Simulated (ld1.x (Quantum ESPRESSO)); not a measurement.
## How hard is this Hg PAW potential?

```json
{
 "Element": "mercury (Hg)",
 "Generator": "ld1.x (Quantum ESPRESSO) 7.5",
 "Type": "PAW",
 "Functional": "PBEsol",
 "Relativity": "scalar-relativistic",
 "Frozen core": "[Xe] 4f14",
 "Valence charge": "12",
 "Reference configuration": "5d10 6s2 6p0",
 "Partial waves": "6s (bound): rcut 1.60, rcutus 2.10 bohr; 6s channel at 2.75 Ry: rcut 1.60, rcutus 2.10 bohr; 6p (bound, empty): rcut 3.10, rcutus 3.50 bohr; 6p channel at 1.85 Ry: rcut 3.10, rcutus 3.50 bohr; 5d (bound): rcut 1.50, rcutus 2.10 bohr; 5d channel at -0.3 Ry: rcut 1.50, rcutus 2.10 bohr",
 "Local potential": "all-electron potential smoothed inside 1.60 bohr (lloc = -1)",
 "Core correction": "Bessel-smoothed model core, default radius (core density twice the valence density)",
 "Augmentation charge": "BESSEL, radius 1.25 bohr"
}
```

The pseudo-atom Hamiltonian at the reference potential is diagonalised in spherical Bessel functions j_l(qr) that vanish at 20 bohr, with q² up to the cutoff. All-electron valence levels (Ry): 6s -0.5046, 6p -0.0728, 5d -0.7261.

Problem. How do the lowest levels (Ry) of each channel move with the cutoff, and are there ghosts?

Solution.

```csv
cutoff (Ry),s #1,s #2,s #3,p #1,p #2,d #1,f #1,Σ f·Δε (mRy)
8,-0.5034,0.0096,0.1038,-0.0728,0.0551,-0.2190,0.1161,5074.2
12,-1.6323,-0.5036,0.0096,-0.0728,0.0551,-0.5647,0.1161,1616.7
18,-4.8142,-0.5046,0.0095,-0.0728,0.0551,-0.7130,0.1161,131.7
30,-6.6387,-0.5047,0.0095,-0.6753,-0.0728,-0.7256,0.1161,5.2
40,-6.9449,-0.5047,0.0095,-1.0229,-0.0728,-0.7260,0.1161,0.8
50,-6.9901,-0.5047,0.0095,-1.1168,-0.0728,-0.7261,0.1161,0.5
400,-7.0019,-0.5047,0.0095,-1.1412,-0.0728,-0.7261,0.1161,0.0
```

Result: ghost states, extra bound levels that the all-electron valence spectrum of the same l lacks: s at -95.3 eV, p at -15.5 eV (a true bound ghost makes a file unfit for plane-wave use); 10 mRy is reached at 25 Ry and 1 mRy at 40 Ry.
